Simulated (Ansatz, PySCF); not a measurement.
The pair A = CH4 (SMILES C) (first 5 atoms), B = GeH4 (SMILES [GeH4]); geometry from B3LYP-D3(BJ)/def2-TZVP.
(charge 0, multiplicity 1):
```xyz
10

C     -0.002     0.153     0.241
H     -0.922    -0.330     0.568
H      0.853    -0.442     0.558
H     -0.002     0.239    -0.844
H      0.064     1.146     0.684
Ge     0.002    -0.153     4.057
H      0.957    -1.191     3.451
H      0.460     1.258     3.663
H      0.011    -0.284     5.588
H     -1.421    -0.396     3.533
```

Rows in 6-31G* carry no dispersion term and start afresh at each structure (6-31G* with six Cartesian d functions); the Pople sets are all-electron and without relativity.

Programs: Ansatz (a quantum-chemistry and plane-wave program) with Gaussian orbitals; PySCF for 6-31G* rows. 

Total energies (hartree), monomers frozen at their geometry in the pair:

```json
[
 {"structure": "AB", "HF/6-31G*": "-2117.5747489", "HF/aug-cc-pVDZ": "-2117.8431166", "B3LYP/6-31G*": "-2119.6710765"},
 {"structure": "A in the pair's basis", "HF/6-31G*": "-40.1952010", "HF/aug-cc-pVDZ": "-40.1998425", "B3LYP/6-31G*": "-40.5187159"},
 {"structure": "B in the pair's basis", "HF/6-31G*": "-2077.3805188", "HF/aug-cc-pVDZ": "-2077.6442247", "B3LYP/6-31G*": "-2079.1533494"},
 {"structure": "A", "HF/6-31G*": "-40.1950887", "HF/aug-cc-pVDZ": "-40.1996329", "B3LYP/6-31G*": "-40.5183403"},
 {"structure": "B", "HF/6-31G*": "-2077.3804059", "HF/aug-cc-pVDZ": "-2077.6439269", "B3LYP/6-31G*": "-2079.1532462"}
]
```

Problem. Work out the interaction energy without and with the counterpoise correction, and the superposition error, for each level.

Solution. 
E(AB) − E(A) − E(B), times 627.509 kcal/mol, with the monomers in their own basis and then in the pair's basis:
- HF/6-31G*: 0.47 uncorrected, 0.61 corrected; the monomers gain 0.14 kcal/mol from borrowed functions
- HF/aug-cc-pVDZ: 0.28 uncorrected, 0.60 corrected; the monomers gain 0.32 kcal/mol from borrowed functions
- B3LYP/6-31G*: 0.32 uncorrected, 0.62 corrected; the monomers gain 0.30 kcal/mol from borrowed functions
